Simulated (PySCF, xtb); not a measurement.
Al(F)(Br)(OMe) (CH₃AlBrFO), SMILES C[O][Al]([F])[Br]. Other conformers were not sampled.

Harmonic wavenumbers (cm⁻¹) from GFN2-xTB in xtb at its own minimum, in rising order: 6, 84, 132, 145, 164, 263, 401, 688, 821, 1135, 1137, 1235, 1416, 1471, 1472, 2974, 2979, 2985.

Problem. What does PySCF with PBE-D3(BJ)/def2-SVP give at its own minimum? (Estimate from the structure and the level; the computed values follow.)

Solution. 72, 85, 100, 180, 234, 239, 382, 712, 896, 1139, 1145, 1205, 1422, 1425, 1431, 2922, 3002, 3014. Paired by order, the mean absolute difference is 33 cm⁻¹ and the zero-point energies are 27.9 and 28.0 kcal/mol.
